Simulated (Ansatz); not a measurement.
One change: `CC[O][SbH][CH3]` becomes `CCO`.

Ansatz, PBE0-D4/def2-TZVP geometries, multiplicity 1. Each molecule was computed in one conformer, which needn't be the lowest.

Elements past krypton have def2 core potentials.

```tsv
property	`CC[O][SbH][CH3]`
HOMO energy (PBE0/def2-TZVPP) / eV	-7.14
HOMO energy (B3LYP/def2-TZVPP) / eV	-6.97
size of the dipole moment (PBE/def2-TZVPP) / D	1.44
LUMO energy (PBE0/def2-TZVPP) / eV	-0.64
HOMO–LUMO gap (ωB97M-V/def2-TZVPP) / eV	10.34
LUMO energy (B3LYP/def2-TZVPP) / eV	-0.87
```

Problem. What does the change do to each property? (An estimate is asked.)

Solution. Ansatz gave: 
| property | `CCO` | shift |
| --- | --- | --- |
| HOMO energy (PBE0/def2-TZVPP) / eV | -7.83 | -0.69 |
| HOMO energy (B3LYP/def2-TZVPP) / eV | -7.60 | -0.63 |
| size of the dipole moment (PBE/def2-TZVPP) / D | 1.56 | 0.12 |
| LUMO energy (PBE0/def2-TZVPP) / eV | 1.06 | 1.70 |
| HOMO–LUMO gap (ωB97M-V/def2-TZVPP) / eV | 12.78 | 2.44 |
| LUMO energy (B3LYP/def2-TZVPP) / eV | 0.68 | 1.55 |

With PBE0 the HOMO falls by 0.69 eV and the LUMO rises by 1.70 eV, so the gap widens by about 2.39 eV. PBE moves the HOMO by -0.21 eV and ωB97M-V by -1.02 eV. Dipoles are sizes alone; their direction can turn.

B3LYP here is the variant with VWN-RPA as its local correlation; programs differ in this.

Spin–orbit coupling is left out; it splits and shifts lone-pair levels of the heavy atoms by tenths of an eV.
